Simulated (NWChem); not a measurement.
System: pentafluoroethane (C₂HF₅); SMILES FC(C(F)(F)F)F

```xyz
8

F      0.0541    -1.4530    -1.0920
C     -0.4373    -0.8550     0.0000
F      0.0541    -1.4530     1.0920
C     -0.0004     0.6113     0.0000
F      1.3188     0.7197     0.0000
F     -0.4822     1.2192     1.0791
F     -0.4822     1.2192    -1.0791
H     -1.5392    -0.9234     0.0000
```
Atoms are numbered in this order, from 1.

Level: PBE0/def2-SVP (NWChem), optimised geometry, unscaled harmonic frequencies. 

Question: List the harmonic frequencies with IR intensities, and the thermochemistry.

Answer: 
| frequency (cm⁻¹) | IR intensity (km/mol) |
|---|---|
| 67 | 0.8 |
| 209 | 2.8 |
| 243 | 4.2 |
| 369 | 0.0 |
| 424 | 1.2 |
| 534 | 8.9 |
| 594 | 15.7 |
| 598 | 0.9 |
| 744 | 36.4 |
| 895 | 42.4 |
| 1189 | 110.5 |
| 1210 | 96.9 |
| 1248 | 217.5 |
| 1289 | 400.4 |
| 1353 | 204.5 |
| 1402 | 21.3 |
| 1485 | 7.3 |
| 3112 | 24.1 |

```
Item                                                                               Result
-----------------------------------------------------------------------  ----------------
zero-point energy                                                           24.2 kcal/mol
thermal correction to the enthalpy at 298.15 K (with zero-point energy)     28.6 kcal/mol
heat capacity Cv                                                         20.0 cal/(mol K)
entropy at 298.15 K and 1 atm (symmetry number 1)                        79.6 cal/(mol K)
dipole moment                                                                      1.45 D
```

Rigid rotor and harmonic oscillator; modes under 100 cm⁻¹ make the entropy uncertain.
